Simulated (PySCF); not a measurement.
Polarisability and C₆ of Sc²⁺ (scandium, charge +2)

[Ar] 4s1, 2S determinant (an excited configuration). Calculation: PySCF 2.14, in aug-cc-pVTZ with one added diffuse shell each of s, p, d, f, g type (9s8p6d4f3g, 118 functions); the non-relativistic Hamiltonian (point nucleus). Coupled (time-dependent) response in atomic units; α is the mean over directions.

```csv
method,mean α (bohr³),C₆ (like pair),S(−4)
UHF,42.91,229.6,1810
PBE,36.17,180.1,1292
PBE0,38.25,194.7,1447
```

S(−4) is the Cauchy moment in α(ω) = α(0) + S(−4) ω² + …

α(iu) at UHF:

| u (hartree) | α(iu) (bohr³) |
| --- | --- |
| 0 | 42.91 |
| 0.0500 | 38.83 |
| 0.100 | 30.38 |
| 0.200 | 16.87 |
| 0.300 | 10.33 |
| 0.500 | 5.413 |
| 0.750 | 3.389 |
| 1.00 | 2.479 |
| 1.50 | 1.564 |
| 2.00 | 1.079 |
| 3.00 | 0.5911 |
| 5.00 | 0.2500 |

A single London oscillator, α(iu) = α/(1 + u²/ω²), gives C₆ = (3/4) ω α². Matching the computed C₆ needs ω = 4 × 229.6 / (3 × 42.91²) = 0.166 hartree.

For an ion, C₆ is the dispersion term alone; charge-induced terms of lower order in 1/R come first.
